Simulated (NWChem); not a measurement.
System: C$_{2}$H$_{3}$I; SMILES IC=C

Input file for NWChem:

```
start job
memory heap 200 mb stack 900 mb global 1100 mb
geometry units angstroms
  C     -0.356303     2.440913     0.000000
  C      0.520824     1.443424     0.000000
  I     -0.010335    -0.581253     0.000000
  H     -1.437364     2.281381     0.000000
  H      0.007103     3.473679     0.000000
  H      1.603099     1.594300     0.000000
end
basis spherical
  * library 3-21g
end
dft
  xc hfexch
  iterations 150
end
driver
  maxiter 120
end
task dft optimize
task dft freq
```

Excerpt of the output:

```
             Northwest Computational Chemistry Package (NWChem) 7.3.0
             --------------------------------------------------------

 CS  symmetry detected

                             Geometry "geometry" -> ""
                             -------------------------

 Output coordinates in angstroms (scale by  1.889725989 to convert to a.u.)

  No.       Tag          Charge          X              Y              Z
 ---- ---------------- ---------- -------------- -------------- --------------
    1 C                    6.0000    -0.34457434     2.44614405     0.00000000
    2 C                    6.0000     0.52406208     1.44125259     0.00000000
    3 I                   53.0000    -0.02424776    -0.57884720     0.00000000
    4 H                    1.0000    -1.42694935     2.29578555     0.00000000
    5 H                    1.0000     0.02757679     3.47579111     0.00000000
    6 H                    1.0000     1.60757764     1.58294511     0.00000000

 Effective nuclear repulsion energy (a.u.)     189.9674260058

      Symmetry information
      --------------------

 Group name             Cs
 Group number              2
 Group order               2
 No. of unique centers     6

                                Z-matrix (autoz)
                                --------

 Units are Angstrom for bonds and degrees for angles

      Type          Name      I     J     K     L     M      Value
      ----------- --------  ----- ----- ----- ----- ----- ----------
    1 Stretch                  1     2                       1.32828
    2 Stretch                  1     4                       1.09277
    3 Stretch                  1     5                       1.09484
    4 Stretch                  2     3                       2.09319
    5 Stretch                  2     6                       1.09274
    6 Bend                     1     2     3               123.97384
    7 Bend                     1     2     6               123.39005
    8 Bend                     2     1     4               122.93175
    9 Bend                     2     1     5               119.28793
   10 Bend                     3     2     6               112.63611
   11 Bend                     4     1     5               117.78031
   12 Torsion                  3     2     1     4           0.00000
   13 Torsion                  3     2     1     5         180.00000
   14 Torsion                  4     1     2     6         180.00000
   15 Torsion                  5     1     2     6           0.00000

  xc_inp: hfexch multiplicative factor not found.

                           NWChem Geometry Optimization
                           ----------------------------

[...]

      ----------------------
      Optimization converged
      ----------------------

  Step       Energy      Delta E   Gmax     Grms     Xrms     Xmax
  ---- ---------------- -------- -------- -------- -------- --------
@    5   -6964.32712930 -1.7D-07  0.00002  0.00001  0.00031  0.00094
                                     ok       ok       ok       ok

                                Z-matrix (autoz)
                                --------

 Units are Angstrom for bonds and degrees for angles

[...]

 Rotational Constants
 --------------------
 A=   1.823669 cm-1  (  2.623795 K)
 B=   0.104956 cm-1  (  0.151005 K)
 C=   0.099244 cm-1  (  0.142788 K)

 Temperature                      =   298.15K
 frequency scaling parameter      =   1.0000

 Zero-Point correction to Energy  =   28.457 kcal/mol  (  0.045350 au)
 Thermal correction to Energy     =   30.712 kcal/mol  (  0.048942 au)
 Thermal correction to Enthalpy   =   31.304 kcal/mol  (  0.049886 au)

 Total Entropy                    =   67.208 cal/mol-K
   - Translational                =   40.985 cal/mol-K (mol. weight = 153.9239)
   - Rotational                   =   23.945 cal/mol-K (symmetry #  =        1)
   - Vibrational                  =    2.278 cal/mol-K

 Cv (constant volume heat capacity) =   10.508 cal/mol-K
   - Translational                  =    2.979 cal/mol-K
   - Rotational                     =    2.979 cal/mol-K
   - Vibrational                    =    4.549 cal/mol-K

[normal modes left out]

 ----------------------------------------------------------------------------
 Normal Eigenvalue ||           Projected Infra Red Intensities
  Mode   [cm**-1]  || [atomic units] [(debye/angs)**2] [(KM/mol)] [arbitrary]
 ------ ---------- || -------------- ----------------- ---------- -----------
    1       -0.000 ||    0.000548           0.013         0.534       0.336
    2       -0.000 ||    0.000112           0.003         0.110       0.069
    3       -0.000 ||    0.000590           0.014         0.575       0.361
    4       -0.000 ||    0.000142           0.003         0.139       0.087
    5        0.000 ||    0.000187           0.004         0.182       0.115
    6        0.000 ||    0.000001           0.000         0.001       0.000
    7      340.668 ||    0.000140           0.003         0.137       0.086
    8      573.500 ||    0.012498           0.288        12.184       7.660
    9      639.652 ||    0.025877           0.597        25.226      15.859
   10     1124.811 ||    0.076646           1.768        74.718      46.974
   11     1148.580 ||    0.003061           0.071         2.984       1.876
   12     1157.364 ||    0.023097           0.533        22.517      14.156
   13     1407.024 ||    0.088289           2.037        86.069      54.110
   14     1578.290 ||    0.016565           0.382        16.148      10.152
   15     1814.087 ||    0.031849           0.735        31.048      19.520
   16     3318.802 ||    0.002440           0.056         2.379       1.495
   17     3398.165 ||    0.003612           0.083         3.521       2.214
   18     3414.712 ||    0.008044           0.186         7.841       4.930
 ----------------------------------------------------------------------------
```

Level: Hartree-Fock/3-21G, non-relativistic.
